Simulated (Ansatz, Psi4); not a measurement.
Ansatz (a first-principles code) was given this input:
Ansatz 0.2 input:
```yaml
crystal:
  periodic: [false, false, false]
  atoms:
    - {symbol: C, position_ang: [-0.36790244, 1.46695451, -0.68433856]}
    - {symbol: C, position_ang: [-0.03401853, 0.02110744, -0.34773461]}
    - {symbol: C, position_ang: [1.29307953, -0.40182429, -0.96026537]}
    - {symbol: C, position_ang: [-1.15961046, -0.91967164, -0.75175438]}
    - {symbol: Cl, position_ang: [0.14210822, -0.08817371, 1.45261835]}
    - {symbol: H, position_ang: [-0.48214563, 1.57440656, -1.76130522]}
    - {symbol: H, position_ang: [-1.29575694, 1.76770098, -0.20375897]}
    - {symbol: H, position_ang: [0.42549780, 2.13111715, -0.35008832]}
    - {symbol: H, position_ang: [2.09465859, 0.25313630, -0.62737382]}
    - {symbol: H, position_ang: [1.53905181, -1.42175600, -0.67468506]}
    - {symbol: H, position_ang: [1.22787094, -0.34954132, -2.04537780]}
    - {symbol: H, position_ang: [-1.29722604, -0.88267629, -1.83071125]}
    - {symbol: H, position_ang: [-2.09136341, -0.63067715, -0.27150675]}
    - {symbol: H, position_ang: [-0.92571546, -1.94215328, -0.46514734]}
basis:
  gaussian:
    orbitals: cc-pVDZ
magnetization: {spin_polarized: false}
correlation: {method: mp2, electrons: outside_noble_gas}
accuracy: high
```

Q: Write the same job for Psi4.

A: Several could match; the one computed here: 
```
memory 2 GB

molecule mol {
0 1
C    -0.367902    1.466955   -0.684339
C    -0.034019    0.021107   -0.347735
C     1.293080   -0.401824   -0.960265
C    -1.159610   -0.919672   -0.751754
Cl    0.142108   -0.088174    1.452618
H    -0.482146    1.574407   -1.761305
H    -1.295757    1.767701   -0.203759
H     0.425498    2.131117   -0.350088
H     2.094659    0.253136   -0.627374
H     1.539052   -1.421756   -0.674685
H     1.227871   -0.349541   -2.045378
H    -1.297226   -0.882676   -1.830711
H    -2.091363   -0.630677   -0.271507
H    -0.925715   -1.942153   -0.465147
}

set {
  basis cc-pvdz
  reference rhf
  freeze_core true
  mp2_type conv
  scf_type pk
  puream true
  d_convergence 1e-8
}

energy('mp2')
print_variables()
```

Both were run: Ansatz gave -616.959128 Eh and Psi4 -616.959128 Eh, 0.000 mEh apart.
